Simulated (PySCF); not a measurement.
# Assigning NMR signals

Structure with atom numbers: `[CH3:1][CH2:2][c:3]1[cH:4][cH:5][cH:6][cH:7][cH:8]1`; H(Xn) means a hydrogen on atom n.

PySCF 2.14 calculation with geometry from PBE0-D3(BJ)/def2-SVP, J: B3LYP/pcJ-1 (without the spin–dipole term) and PBE0/pcSseg-1 with gauge-including orbitals; rapidly exchanging positions averaged, non-relativistic, a single conformation, no solvent.

Referencing at the same level of theory: 13C and 1H vs TMS.

Question: Assign these signals to the numbered atoms. 13C{1H} NMR (computed): δ 150.5 (C), 134.1 (CH), 134.0 (CH), 131.3 (CH), 33.5 (CH2), 21.3 (CH3).

Answer: 
```tsv
δ (ppm)	atoms	environment	reason
150.5	C3	substituted aromatic carbon	–
134.1	C5/C7	aromatic CH	the aromatic region
134.0	C4/C8	aromatic CH	–
131.3	C6	aromatic CH	–
33.5	C2	sp3 CH2 on an aromatic ring	saturated and bonded to C and H only
21.3	C1	methyl carbon	saturated and bonded to C and H only
```

C5/C7 and C4/C8 lie closer than the usual error of such a calculation, so a measured spectrum could show them in the other order.

Question: Assign these signals to the numbered atoms. 1H NMR (500 MHz, computed): δ 7.42 (t, J = 8.4 Hz, 2H), 7.31 (t, J = 8.3 Hz, 1H), 7.30 (d, J = 8.5 Hz, 2H), 2.47 (q, J = 8.6 Hz, 2H), 1.14 (t, J = 8.6 Hz, 3H).

Answer: 
7.42 → H(C5)/H(C7), hydrogen on an aromatic CH: the ring current deshields protons in the ring plane
7.31 → H(C6), hydrogen on an aromatic CH
7.30 → H(C4)/H(C8), hydrogen on an aromatic CH
2.47 → H(C2), hydrogen on an sp3 CH2 on an aromatic ring: benzylic-type position, deshielded by the ring
1.14 → H(C1), hydrogen on a methyl carbon

H(C5)/H(C7) and H(C6); H(C6) and H(C4)/H(C8) lie closer than the usual error of such a calculation, so a measured spectrum could show them in the other order.

Splittings below 1 Hz are ignored in the labels, and close J values are merged. Couplings among chemically equivalent protons are left out too, so labels in AA′BB′ or AA′XX′ sets are apparent multiplicities. Unscaled 3J(H,H) at this level run about 10 % above measured values. Shifts are as computed. Against solution values, carbons near 30 ppm lie about +2 ppm off and those near 130 ppm about +5 ppm. Of 1211 compounds with measured shifts, 218 miss one by over three times the rms of a fit or turn the order of signals round; such compounds aren't used in these exercises.
